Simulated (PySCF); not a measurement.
A PySCF script (with the pyscf-properties extension) for the NMR shieldings of SMILES C(=PC=C)=C(F)C(C)C, C$_{7}$H$_{10}$FP, on a GFN2-xTB geometry:

```python
import basis_set_exchange as bse
import numpy as np
from pyscf import gto, dft
from pyscf.prop import nmr

atoms = """
C     4.464152   -0.585019   -0.520667
C     3.198634   -0.207875   -0.395291
P     2.290597   -0.394953    1.173881
C     0.844522    0.232419    0.720037
C    -0.370347    0.642477    0.500396
F    -0.707413    1.952555    0.685550
C    -1.514014   -0.196473   -0.008085
C    -1.983948    0.330778   -1.365279
C    -2.651884   -0.170495    1.013766
H     5.009865   -1.020299    0.301144
H     5.005392   -0.474294   -1.446667
H     2.658799    0.231472   -1.224045
H    -1.146165   -1.221634   -0.118992
H    -2.825494   -0.257890   -1.722645
H    -1.182803    0.271498   -2.099206
H    -2.299737    1.368128   -1.277821
H    -2.317261   -0.570355    1.968669
H    -2.996892    0.849914    1.165191
H    -3.485808   -0.770703    0.657767
"""
names = dict.fromkeys(["C", "P", "F", "H"], "pcSseg-1")
basis = {el: gto.basis.parse(bse.get_basis(n, elements=[el], fmt="nwchem")) for el, n in names.items()}
mol = gto.M(atom=atoms, basis=basis, charge=0, verbose=0)
mf = dft.RKS(mol, xc="PBE0")
mf.grids.level = 2
mf.grids.alignment = dft.numint.BLKSIZE   # the property module wants whole blocks of grid points
mf.conv_tol = 1e-9
mf.kernel()

calc = nmr.RKS(mf)   # GIAO
C = mf.mo_coeff
Co = C[:, mf.mo_occ > 0]
resp = mf.gen_response(singlet=True, hermi=2)
def vind(x):   # induced exchange potential for any number of trial vectors
    d = np.einsum("pi,xij,qj->xpq", C, 2 * x.reshape(-1, C.shape[1], Co.shape[1]), Co, optimize=True)
    return np.einsum("xpq,pi,qj->xij", resp(d - d.transpose(0, 2, 1)), C, Co, optimize=True).ravel()
mo1, _ = nmr.rhf.solve_mo1(calc, with_cphf=vind)
sigma = calc.kernel(mo1)
for i, s in enumerate(sigma):   # ppm
    print("%2d %-2s %9.2f" % (i, mol.atom_pure_symbol(i), np.trace(s) / 3))
```

Problem. Give the expected output.

Solution. 
```
 0 C      48.27
 1 C      30.45
 2 P     180.45
 3 C     -72.57
 4 C      16.95
 5 F     315.27
 6 C     146.93
 7 C     164.69
 8 C     165.36
 9 H      25.44
10 H      25.36
11 H      24.50
12 H      29.11
13 H      30.60
14 H      30.36
15 H      30.10
16 H      30.33
17 H      30.20
18 H      30.62
```

These numbers come from an equivalent density-fitted implementation of the same equations, which agrees with the script to about 0.01 ppm for H and up to a few tenths of a ppm for heavy atoms, so last digits may differ.

Problem. Turn these shieldings into chemical shifts. Chemical shifts δ = σref − σ; ¹³C (σ = 186.93 ppm) and ¹H (σ = 31.72 ppm) against TMS; H3PO4 for ³¹P (σ = 318.38 ppm); CFCl3 for ¹⁹F (σ = 170.95 ppm), all at this level.

Solution. Averaging equivalent atoms: C 3: 259.5; C 4: 170.0; C 1: 156.5; C 0: 138.7; C 6: 40.0; C 7/8: 21.9; P 2: 137.9; F 5: -144.3; H 11: 7.22; H 10: 6.35; H 9: 6.28; H 12: 2.61; H 13/14/15/16/17/18: 1.35 ppm. Unscaled 19F shifts against computed CFCl3 carry errors that often reach 10 to 50 ppm. Experimental scales use liquid or dissolved standards, which lie at an offset from isolated H3PO4.

Size and cost of the density-fitted run: 210 basis functions, about 110 core-seconds.
